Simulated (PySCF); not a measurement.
Al(Cl)(Me)(SeH) (CH4AlClSe), SMILES [CH3][Al]([Cl])[SeH]. Coordinates come from a PBE-D3(BJ)/def2-SVP optimisation. The structure was generated by enumeration; whether it is a known compound was not checked. The values are those of a single conformer.

Computed equilibrium geometry at PBE-D3(BJ)/def2-SVP (PySCF confirms it by a frequency run) as Cartesian coordinates in Å, and its point group (one conformer of several):
point group Cs.
```xyz
8

Al    -0.4153    -0.6639     0.0000
Cl     1.2066    -2.0344     0.0000
C     -2.2549    -1.3147     0.0000
H     -2.4343    -1.9501    -0.8925
H     -3.0013    -0.4956     0.0000
H     -2.4343    -1.9501     0.8925
Se     0.2203     1.5735     0.0000
H     -1.2036     2.0021     0.0000
```
